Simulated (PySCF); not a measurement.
Dipole moment and polarisability of `C=COC(=C)S(=O)(=O)O`

Compound: C4H6O4S.
SMILES with atom numbers: `[CH2:1]=[CH:2][O:3][C:4](=[CH2:5])[S:6](=[O:7])(=[O:8])[OH:9]` (hydrogens: H10, H11 on C1; H12 on C2; H13, H14 on C5; H15 on O9)

Geometry (PBE0-D3(BJ)/def2-SVP, Å), atoms numbered from 1 in this order:
```xyz
15
C4H6O4S angstrom
C      2.233    0.002   -0.060
C      1.612    0.199    1.099
O      0.302    0.571    1.259
C     -0.512    0.539    0.189
C     -1.102    1.604   -0.345
S     -0.841   -1.112   -0.484
O     -0.422   -2.086    0.503
O     -0.426   -1.153   -1.866
O     -2.463   -1.122   -0.534
H      1.734    0.101   -1.028
H      3.280   -0.300   -0.050
H      2.088    0.094    2.076
H     -0.885    2.600    0.046
H     -1.818    1.488   -1.159
H     -2.784   -1.417    0.332
```

Level: CAM-B3LYP/def2-SVPD (PySCF), static field, nuclei fixed, core orbitals frozen in the response. The polarisability tensor in these axes (au):

```
x   88.86 -5.05  3.48
y   -5.05 81.94 -1.14
z    3.48 -1.14 75.96
```

Task: Give the principal values, the mean and the anisotropy Δα = √{½[(α1 − α2)² + (α2 − α3)² + (α1 − α3)²]}.

Result: Principal values 75.08, 79.36 and 92.31 au; mean 82.25 au = 12.19 Å³ = 13.56 × 10⁻⁴⁰ C²·m²/J; Δα = 15.54 au (19 % of the mean).

Task: What is the dipole moment, and where does it point?

Result: (-0.87, 2.80, 1.83) D, 3.46 D in size, pointing from the negative to the positive side. Measured along this direction, the outermost atoms are O8 at the negative end and H13 at the positive end.

Task: Find the Langevin capture rate constant for NO+ (29.998 u) meeting this molecule (149.999 u), k = 2.342 × 10⁻⁹ cm³/s × √(α in Å³ / reduced mass in u).

Result: The reduced mass is 25.00 u, so k = 1.64 × 10⁻⁹ cm³/s. The formula leaves out the permanent dipole, which adds to the capture rate.

Task: Orientational against electronic polarisability at 400 K (dilute gas, rigid molecules)?

Result: In Gaussian units μ²/3kT = 72.14 Å³ against 12.19 Å³, a ratio of 5.92; the Debye molar polarisation (4π/3)N_A(α + μ²/3kT) is 212.7 cm³/mol, leaving out the vibrational part.

Task: Give the eigenvalues of the traceless quadrupole moment Θ = ½Σq(3rr − r²1), origin at the centre of nuclear charge.

Result: -9.79, -1.28, 11.06 D·Å. The values depend on the origin, since the dipole doesn't vanish. The electronic extent ⟨r²⟩ about the same centre is 1195 bohr², a root-mean-square distance of 2.07 Å for the 78 electrons.

Task: What depolarisation ratio follows for Rayleigh scattering of linearly polarised light, taking the static tensor?

Result: ρ = 3Δα²/(45ᾱ² + 4Δα²) = 724.8/(304436 + 966.4) = 0.00237.

Task: Form Σ f/ω² (atomic units) for the 6 lowest TDDFT singlets, given as eV and f, and set it beside the mean polarisability, which is this sum over all singlets: 5.37, 0.0353; 6.64, 0.2664; 6.98, 0.1718; 7.00, 0.0238; 7.23, 0.0081; 7.46, 0.0099.

Result: They add up to 8.61 au, 10.5 % of the 82.25 au; the largest single term is 4.48 au, from the state at 6.64 eV. Terms in order: 0.91, 4.48, 2.62, 0.36, 0.11, 0.13 au. Higher excitations give the rest. The strengths listed sum to 0.515.

Isolated species at its PBE0-D3(BJ)/def2-SVP geometry (one conformer only).
